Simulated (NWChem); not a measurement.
Molecule: C₃H₄F₂; SMILES FC(C=C)F

```xyz
9

C     -0.0327     1.9088     0.2375
C      0.6459     0.8319    -0.1835
C      0.0185    -0.5170    -0.3925
F      0.7110    -1.4645     0.3217
F     -1.2829    -0.5346     0.0250
H     -1.1096     1.8439     0.4575
H      0.4641     2.8808     0.3763
H      1.7241     0.8773    -0.4123
H      0.0364    -0.8314    -1.4646
```
Atoms are numbered in this order, from 1.

Program: NWChem. Pople sets run with spherical d functions. STO-3G and 3-21G are far too small for this property and stand as cheap habits. Coordinates come from a PBE-D3(BJ)/def2-SVP optimisation. Field at 589 nm.

```json
[
 {"level": "B3LYP/STO-3G", "isotropic polarisability (bohr³)": "18.5", "anisotropy (bohr³)": "16.5"},
 {"level": "B3LYP/6-31G*", "isotropic polarisability (bohr³)": "32.6", "anisotropy (bohr³)": "22.8"},
 {"level": "B3LYP/def2-SVP", "isotropic polarisability (bohr³)": "___", "anisotropy (bohr³)": "___"},
 {"level": "B3LYP/def2-SVPD", "isotropic polarisability (bohr³)": "42.1", "anisotropy (bohr³)": "18.4"},
 {"level": "B3LYP/aug-cc-pVDZ", "isotropic polarisability (bohr³)": "43.2", "anisotropy (bohr³)": "18.4"}
]
```

**Question.** Some entries are withheld; supply them.

**Answer.** 
- B3LYP/def2-SVP, isotropic polarisability (bohr³): 33.6
- B3LYP/def2-SVP, anisotropy (bohr³): 21.8
